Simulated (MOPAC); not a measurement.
Job for MOPAC: AM1 on TeN, 2S+1 = 2, a spin state set in the input, which need not be the lowest, a point of a bond scan (R = 1.812 Å).

```
AM1 1SCF PRECISE CHARGE=0 UHF MS=0.5 THREADS=1
NTe

N      0.00000000 1     0.00000000 1     0.00000000 1
Te     0.00000000 1     0.00000000 1     1.81163200 1
```

The log:

```
*******************************************************************************
 **                                                                           **
 **                              MOPAC v23.2.5                                **
 **                                                                           **
 *******************************************************************************
 ** MOPAC's Digital Object Identifier: https://doi.org/10.5281/zenodo.6511958 **
 **                                                                           **
 ** Please cite the open-source release paper for use of this MOPAC version:  **
 ** J. E. Moussa and J. J. P. Stewart (2026)                                  **
 ** MOPAC: An open-source semiempirical molecular orbital program             **
 ** J. Open Source Softw., 11(119), 8025, https://doi.org/10.21105/joss.08025 **
 *******************************************************************************

                              AM1 CALCULATION RESULTS

 *******************************************************************************
 *  AM1        - The AM1 Hamiltonian to be used
 *  UHF        - UNRESTRICTED HARTREE-FOCK CALCULATION
 *
 *
 *
 *                 CHARGE ON SYSTEM = 0
 *
 *
 *
 *  MS=        - IN MECI, MAGNETIC COMPONENT OF SPIN =  0.5
 *  PRECISE    - TIGHTER CRITERIA TO BE USED
 *  1SCF       - DO 1 SCF AND THEN STOP
 *  THREADS=1  - MULTI-THREADING NOT USED
 *  T=         - A TIME OF 172800.0 SECONDS REQUESTED
 *  DUMP=N     - RESTART FILE WRITTEN EVERY 7200.0 SECONDS REQUESTED
 *******************************************************************************
AM1 1SCF PRECISE CHARGE=0 UHF MS=0.5 THREADS=1
 NTe

   ATOM   CHEMICAL          X               Y               Z
  NUMBER   SYMBOL      (ANGSTROMS)     (ANGSTROMS)     (ANGSTROMS)

     1       N          0.00000000  *   0.00000000  *   0.00000000  *
     2      Te          0.00000000  *   0.00000000  *   1.81163200  *



          CARTESIAN COORDINATES

    NO.       ATOM           X           Y           Z

     1         N          0.0000      0.0000      0.0000
     2        Te          0.0000      0.0000      1.8116

  N: (AM1): M.J.S. DEWAR ET AL, J. AM. CHEM. SOC. 107 3902-3909 (1985)
 Te: (AM1): J. J. P. STEWART, J. MOL. MOD., 10, 155-164 (2004)

           Empirical Formula: N Te  =     2 atoms



      MOLECULAR POINT GROUP   :   C*v


          UHF CALCULATION, NO. OF ALPHA ELECTRONS =    6
                           NO. OF BETA  ELECTRONS =    5

 -------------------------------------------------------------------------------
 AM1 1SCF PRECISE CHARGE=0 UHF MS=0.5 THREADS=1
 NTe



     1SCF WAS SPECIFIED, SO BFGS WAS NOT USED
     SCF FIELD WAS ACHIEVED


                              AM1 CALCULATION
                                                       MOPAC v23.2.5 Linux




          FINAL HEAT OF FORMATION =        105.34654 KCAL/MOL =     440.76993 KJ/MOL


          COSMO AREA              =         83.52 SQUARE ANGSTROMS
          COSMO VOLUME            =         69.35 CUBIC ANGSTROMS

          IONIZATION POTENTIAL    =          6.974394 EV
          ALPHA SOMO LUMO (EV)    =         -6.974 -1.991
          BETA  SOMO LUMO (EV)    =         -8.723  0.663
          NO. OF ALPHA ELECTRONS  =          6
          NO. OF BETA  ELECTRONS  =          5
          MOLECULAR WEIGHT        =        141.6067         POINT GROUP:  C*v

          MOLECULAR DIMENSIONS (Angstroms)

            Atom       Atom       Distance
           Te     2    N     1     1.81163
           Te     2    N     1     0.00000
            N     1   Te     2     0.00000


          SCF CALCULATIONS        =          1





   ATOM   CHEMICAL          X               Y               Z
  NUMBER   SYMBOL      (ANGSTROMS)     (ANGSTROMS)     (ANGSTROMS)

     1       N          0.00000000  *   0.00000000  *   0.00000000  *
     2      Te          0.00000000  *   0.00000000  *   1.81163200  *

                             CARTESIAN COORDINATES

   1    N        0.000000000     0.000000000     0.000000000
   2   Te        0.000000000     0.000000000     1.811632000


           Empirical Formula: N Te  =     2 atoms



      MOLECULAR POINT GROUP   :   C*v


          ALPHA EIGENVALUES
 -32.09979 -19.15065 -12.94543 -12.46393 -11.25988  -6.97439  -1.99089  -0.10002


           BETA EIGENVALUES
 -29.82917 -19.34404 -10.15130  -9.90554  -8.72345   0.66346   0.73388   0.96167


              NET ATOMIC CHARGES AND DIPOLE CONTRIBUTIONS

  ATOM NO.   TYPE          CHARGE      No. of ELECS.   s-Pop       p-Pop
    1          N          -0.350541        5.3505     1.91071     3.43983
    2         Te           0.350541        5.6495     1.95809     3.69137
 DIPOLE           X         Y         Z       TOTAL
 POINT-CHG.     0.000     0.000     3.050     3.050
 HYBRID        -0.000     0.000    -0.830     0.830
 SUM           -0.000     0.000     2.220     2.220


          ATOMIC ORBITAL ELECTRON POPULATIONS

     Atom    s        px        py        pz
    1  N   1.91071   1.18553   0.99524   1.25906
    2 Te   1.95809   1.81447   1.00476   0.87214


                    (SZ)    =    0.500000
                    (S**2)  =    1.415952


          ATOMIC ORBITAL SPIN POPULATIONS

    Atom   Total    s     px     py     pz
         Atomic
    1  N  1.8060  0.011  0.814  0.787  0.194
    2 Te -0.8060  0.007  0.186 -0.787 -0.212

 **********************
 *                    *
 * JOB ENDED NORMALLY *
 *                    *
 **********************




 == MOPAC DONE ==
```

The run finished. Its determinant has ⟨S²⟩ = 1.42, a mixture of spin states.

Cost: about 0.020 core-seconds (a rough figure).
